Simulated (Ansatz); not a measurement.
`N=[C](O)[GeH2][OH]` and `BBC(=N)O` differ in one atom or group.

Ansatz, PBE0-D4/def2-TZVP geometries, multiplicity 1. Each molecule was computed in one conformer, which needn't be the lowest.

Scalar relativity is left out up to krypton.

```json
{"property": "HOMO–LUMO gap (B3LYP/def2-TZVPP) / eV", "`N=[C](O)[GeH2][OH]`": "6.60"}
{"property": "HOMO energy (ωB97M-V/def2-TZVPP) / eV", "`N=[C](O)[GeH2][OH]`": "-10.06"}
{"property": "HOMO–LUMO gap (PBE0/def2-TZVPP) / eV", "`N=[C](O)[GeH2][OH]`": "7.07"}
{"property": "LUMO energy (PBE0/def2-TZVPP) / eV", "`N=[C](O)[GeH2][OH]`": "-0.68"}
{"property": "LUMO energy (PBE/def2-TZVPP) / eV", "`N=[C](O)[GeH2][OH]`": "-1.62"}
{"property": "HOMO energy (B3LYP/def2-TZVPP) / eV", "`N=[C](O)[GeH2][OH]`": "-7.54"}
```

(1) Give the same properties after the change, and the shifts. (An estimate is asked.)

Answers

(1) The calculation gave: 
```json
{"property": "HOMO–LUMO gap (B3LYP/def2-TZVPP) / eV", "`BBC(=N)O`": "5.73", "shift": "-0.87"}
{"property": "HOMO energy (ωB97M-V/def2-TZVPP) / eV", "`BBC(=N)O`": "-10.30", "shift": "-0.24"}
{"property": "HOMO–LUMO gap (PBE0/def2-TZVPP) / eV", "`BBC(=N)O`": "6.18", "shift": "-0.89"}
{"property": "LUMO energy (PBE0/def2-TZVPP) / eV", "`BBC(=N)O`": "-1.81", "shift": "-1.13"}
{"property": "LUMO energy (PBE/def2-TZVPP) / eV", "`BBC(=N)O`": "-2.81", "shift": "-1.19"}
{"property": "HOMO energy (B3LYP/def2-TZVPP) / eV", "`BBC(=N)O`": "-7.76", "shift": "-0.22"}
```

With PBE0 the HOMO falls by 0.23 eV and the LUMO falls by 1.13 eV, so the gap narrows by about 0.90 eV. PBE moves the HOMO by -0.21 eV and ωB97M-V by -0.24 eV.

B3LYP here is the variant with VWN-RPA as its local correlation; programs differ in this.
